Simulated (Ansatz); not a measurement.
Reaction (ligand exchange at the Al–C bond): `[CH3][Al]1[CH2][SiH2]1` + HCl → `[Cl][Al]1[CH2][SiH2]1` + CH₄

Calculated with Ansatz (gas phase, PBE0-D4/def2-TZVP geometries, no zero-point term in ΔE). CCSD(T)/CBS is the MP2 limit (def2-TZVPP, def2-QZVPP) plus CCSD(T) − MP2 in def2-TZVPP, frozen cores. This one scheme is used for every species. DFT in def2-TZVPP.

| level | ΔE (kJ/mol) | difference from CCSD(T)/CBS |
| --- | --- | --- |
| LDA (SPW92) | -151.5 | 12.2 |
| PBE-D4 | -157.6 | 6.1 |
| BLYP-D4 | -162.9 | 0.8 |
| r2SCAN-D4 | -166.2 | -2.5 |
| r2SCANh-D4 | -166.5 | -2.8 |
| r2SCAN0-D4 | -166.9 | -3.2 |
| BHLYP-D4 | -170.7 | -7.0 |
| CAM-B3LYP-D4 | -164.2 | -0.5 |
| B2PLYP | -167.1 | -3.4 |
| BLYP | -164.2 | -0.5 |
| RPA@PBE/def2-TZVPP | -158.6 | 5.1 |
| HF/def2-SVP | -182.5 | -18.8 |
| CCSD(T)/def2-SVP | -170.7 | -7.0 |
| MP2/def2-TZVPP | -166.2 | -2.5 |
| SCS-MP2/def2-TZVPP | -166.8 | -3.1 |
| CCSD(T)/def2-TZVPP | -162.2 | 1.5 |
| CCSD(T)/CBS | -163.7 | 0 |

Largest T1 diagnostic among the species: 0.012.

At CCSD(T), def2-SVP lies −7.0 kJ/mol from the extrapolated value and def2-TZVPP +1.5 kJ/mol. In def2-TZVPP, CCSD(T) changes the Hartree–Fock value by +16.1 kJ/mol (the triples alone add +0.9 kJ/mol) and MP2 by +12.1 kJ/mol. From BLYP to BHLYP (50 % exact exchange), in def2-TZVPP and without D4, ΔE moves by −6.5 kJ/mol.
